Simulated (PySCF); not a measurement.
A single-point calculation

[Er(H2O)7]3+ (singlet in the valence; each metal's 4f electrons, 11 of them, lie in its core potential, out of spins and levels). PySCF 2.14.0, RKS r2SCAN, Er lcecp-1-SVP with ECP57, O def2-SVP, H def2-SVP; non-relativistic Hamiltonian with scalar-relativistic core potentials where named; density fitting; no spin-orbit coupling. Purpose: finer grid at the relaxed geometry.

```python
mol = gto.M(atom='''
Er    -0.00078    -0.00000     0.00000
O     -0.00312     0.00000     2.34994
H      0.76294     0.00000     2.95901
H     -0.77083     0.00000     2.95698
O     -0.00312    -0.00000    -2.34994
H      0.76294    -0.00000    -2.95901
H     -0.77083    -0.00000    -2.95698
O      2.42156    -0.00000    -0.00000
H      3.02888     0.00000     0.76324
H      3.02888    -0.00000    -0.76324
O      0.74511     2.28774    -0.00000
H      0.91017     2.86566     0.76807
H      0.91017     2.86566    -0.76807
O     -1.95344     1.42434    -0.00000
H     -2.42009     1.80924     0.76517
H     -2.42009     1.80924    -0.76517
O     -1.95344    -1.42434     0.00000
H     -2.42009    -1.80924     0.76517
H     -2.42009    -1.80924    -0.76517
O      0.74511    -2.28774     0.00000
H      0.91017    -2.86566     0.76807
H      0.91017    -2.86566    -0.76807''',
    basis={'Er': 'lcecp-1-SVP', 'O': 'def2-SVP', 'H': 'def2-SVP'},
    ecp={'Er': 'lcecp-1-SVP'},
    charge=3, spin=0)
mf = dft.RKS(mol, xc='R2SCAN')
mf.grids.atom_grid = (75, 302)  # f atoms: unpruned, at least (60, 302)
mf = mf.density_fit()  # fitting sets: Er AutoAux, O def2-universal-JKFIT, H def2-universal-JKFIT
mf.conv_tol = 1e-09; mf.max_cycle = 55
mf.kernel(dm0)  # dm0: converged density of the relaxed state
mf.nuc_grad_method().kernel()
```

Run from Python with OMP_NUM_THREADS=4; the lines above give its settings. Where DIIS fails, smearing, a level shift and second-order steps follow.
It took 46 s on 4 threads of Intel(R) Xeon(R) Platinum 8375C CPU @ 2.90GHz (Ice Lake), on a shared host, with gradient, populations and further properties, from an already converged density.

Q: Where do the frontier levels lie, over both spins?

A: HOMO -19.39 eV, LUMO -13.44 eV. The 4f levels lie in the core potential and are missing.

Q: What are the Mulliken charges and spins?

A: 
```tsv
atom	charge (e)	spin (e)
Er1	1.128	0.000
O2	-0.320	0.000
H3	0.300	0.000
H4	0.300	0.000
O5	-0.320	0.000
H6	0.300	0.000
H7	0.300	0.000
O8	-0.308	0.000
H9	0.283	0.000
H10	0.283	0.000
O11	-0.307	0.000
H12	0.286	0.000
H13	0.286	0.000
O14	-0.308	0.000
H15	0.285	0.000
H16	0.285	0.000
O17	-0.308	0.000
H18	0.285	0.000
H19	0.285	0.000
O20	-0.307	0.000
H21	0.286	0.000
H22	0.286	0.000
```
The spin of the 4f electrons in the core isn't counted.

Q: What forces act on the atoms (eV/Å)?

A: 
```
Er   0.00  0.00  0.00
O    0.00  0.00 -0.07
H    0.00  0.00  0.00
H    0.00  0.00  0.00
O    0.00  0.00  0.07
H    0.00  0.00  0.00
H    0.00  0.00  0.00
O   -0.06  0.00  0.00
H    0.00  0.00  0.00
H    0.00  0.00  0.00
O   -0.02 -0.06  0.00
H    0.00  0.00  0.00
H    0.00  0.00  0.00
O    0.05 -0.04  0.00
H    0.00  0.00  0.00
H    0.00  0.00  0.00
O    0.05  0.04  0.00
H    0.00  0.00  0.00
H    0.00  0.00  0.00
O   -0.02  0.06  0.00
H    0.00  0.00  0.00
H    0.00  0.00  0.00
```
Forces carry noise of the integration grid, about 0.01 to 0.03 eV/Å.

An lcecp potential fixes the number of 4f electrons, so in runs with it no electron can move into or out of that shell.
